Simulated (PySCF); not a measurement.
C2H10OSi3, SMILES O=C[Si@H]([SiH3])C[SiH3]. The structure is a stationary point at PBE-D3(BJ)/def2-SVP. The structure was generated by enumeration; whether it is a known compound was not checked. Other conformers were not sampled.

Give the equilibrium geometry at PBE-D3(BJ)/def2-SVP (PySCF confirms it by a frequency run) as Cartesian coordinates in Å. (An estimate is asked for; the answer gives what the named calculation found.)

Several could match; the one computed here: 
```xyz
16

O      1.4425    -0.1805     2.5015
C      1.6167    -0.8720     1.5124
Si     0.3388    -0.8403     0.0392
Si     1.3202     0.5005    -1.6383
C     -1.2599    -0.1275     0.7523
Si    -2.3889     0.7763    -0.4641
H      2.5494    -1.5177     1.4227
H      0.1732    -2.2361    -0.5089
H      2.6748    -0.0601    -1.9855
H      1.4937     1.9076    -1.1337
H      0.4746     0.5239    -2.8836
H     -0.9277     0.5699     1.5541
H     -1.8200    -0.9466     1.2516
H     -3.6176     1.3118     0.2212
H     -2.8216    -0.1505    -1.5688
H     -1.6428     1.9280    -1.0848
```
Charge 0, spin multiplicity 1.
